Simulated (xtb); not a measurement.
GeF2Cl2, SMILES [F][Ge]([F])([Cl])[Cl]. All values are semi-empirical tight-binding results from xtb (GFN2-xTB unless named), good for trends rather than for accurate numbers. Coordinates come from a GFN2-xTB optimisation.

For metal compounds this method's bond lengths and energies can be far off.

```yaml
point_group_as_xtb_finds_it: C2v
orbital_gap: 5.69 eV
zero_point_energy: 3.4 kcal/mol
G − E(el) at 298.15 K (modified RRHO): -17.1 kcal/mol
```
